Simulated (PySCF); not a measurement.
Cl$_{2}$CrO$_{2}$, charge +1, doublet (typed; the unrestricted solution is spin-contaminated), at a GFN2-xTB geometry (such geometries of metal compounds can be far from the true shape) (the multiplicity is a formal guess). Base run: DF-CAMB3LYP/def2-SVP (PySCF).

PySCF was given this input:
```python
from pyscf import gto, scf, dft

mol = gto.M(
    atom='''
Cr    0.350137   -0.061119    0.112889
O     1.430549   -0.591872   -0.871559
O     0.778263    0.206308    1.583712
Cl   -0.365250    1.694613   -0.647934
Cl   -1.168502   -1.426886    0.153431
''',
    basis='def2-svp',
    charge=1,
    spin=1,
    verbose=4,
    symmetry=True,
)

mf = dft.UKS(mol)
mf.xc = 'camb3lyp'
mf = mf.density_fit(auxbasis='def2-universal-jkfit')
mf.kernel()
mf.analyze()
```

Each row names what was changed in the base input (with any setting that the change needs).

```json
[
 {"change": "base", "ΔE vs base (mEh)": "0.000", "point group used": "C2v", "SCF cycles": "20"},
 {"change": "irrep_nelec = A1:(17, 16) A2:(3, 3) B1:(9, 9) B2:(8, 8)", "ΔE vs base (mEh)": "121.7", "point group used": "C2v", "SCF cycles": "25"},
 {"change": "irrep_nelec = A1:(15, 16) A2:(3, 3) B1:(11, 9) B2:(8, 8)", "ΔE vs base (mEh)": "147.6", "point group used": "C2v", "SCF cycles": "20"},
 {"change": "symmetry_subgroup = C2", "ΔE vs base (mEh)": "0.000", "point group used": "C2", "SCF cycles": "20"},
 {"change": "irrep_nelec = A1:(15, 16) A2:(4, 3) B1:(10, 9) B2:(8, 8)", "ΔE vs base (mEh)": "139.8", "point group used": "C2v", "SCF cycles": "19"},
 {"change": "symmetry = off", "ΔE vs base (mEh)": "0.000", "point group used": "C1", "SCF cycles": "23"},
 {"change": "symmetry_subgroup = Cs", "ΔE vs base (mEh)": "0.000", "point group used": "Cs", "SCF cycles": "23"},
 {"change": "irrep_nelec = A1:(16, 16) A2:(3, 3) B1:(11, 9) B2:(7, 8)", "ΔE vs base (mEh)": "95.535", "point group used": "C2v", "SCF cycles": "19"}
]
```

Open shells are given as the SCF converged; they aren't shown to be the lowest states, and a large step between rows can be another state.
